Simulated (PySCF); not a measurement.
## Zn (zinc, neutral): UHF calculation

Configuration: [Ar] 3d9 4s2 5s1, high-spin 3D determinant (an excited configuration). Calculation: PySCF 2.14, in dyall-av2z; no relativity, point nucleus.

```
Total energy                                                  : -1777.360994 hartree
One-electron energy                                           : -2469.2445 hartree
Hartree (Coulomb) energy                                      : 761.1084 hartree
Exchange energy                                               : -69.2249 hartree
Kinetic energy                                                : 1777.29930 hartree
⟨S²⟩                                                          : 2.0013
⟨L²⟩                                                          : 6.011
Sum of ⟨r⟩                                                    : 27.67 bohr
Sum of ⟨r²⟩                                                   : 98.44 bohr²
Traceless quadrupole moment −½Σ⟨3z² − r²⟩ along its main axis : -0.163 e·bohr²
Density at the nucleus (Gaussians lack the cusp)              : 18300 bohr⁻³
Spin density at the nucleus                                   : 0.555 bohr⁻³
Langevin diamagnetic susceptibility                           : -78.0 ×10⁻⁶ cm³/mol
```

```
shell  electrons  mean orbital energy (hartree)  spread (hartree)  rms radius, mean of both spins (bohr)
 1s α          1                     -353.83266                 0                                 0.0591
 1s β          1                     -353.83197                 0                                 0.0591
 2s α          1                      -44.94153                 0                                  0.248
 2s β          1                      -44.89314                 0                                  0.248
 2p α          3                      -39.49852           0.05059                                  0.221
 2p β          3                      -39.45260           0.00159                                  0.221
 3s α          1                       -6.20882                 0                                  0.736
 3s β          1                       -6.09390                 0                                  0.736
 3p α          3                       -4.40288           0.09724                                  0.772
 3p β          3                       -4.26639           0.06280                                  0.772
 3d α          5                       -1.32460           0.11627                                  0.929
 3d β          4                       -1.25732           0.08999                                  0.929
 4s α          1                       -0.53925                 0                                   2.58
 4s β          1                       -0.52495                 0                                   2.58
 5s α          1                       -0.09780                 0                                   8.50
```

The outer electron is Rydberg-like, and this basis confines it to a smaller radius and binds it less than a complete one would.

Spin-orbit constants ζ (cm⁻¹) from the X2C one-electron operator on these orbitals (non-relativistic here): bare nucleus, nucleus screened by l(l+1)(2l+1)/3 electrons, and screened by the Breit-Pauli mean field of the electrons.

```
shell    bare  screened nucleus  mean field
   2p  126500            118100      114100
   3p   16150             15070       14450
   3d    1806              1204        1104
```

To first order the Landé constant is A = -552.2 cm⁻¹, so the lowest level has J = 3 and lies 0.137 eV below the centre of the term. This holds in LS coupling only.
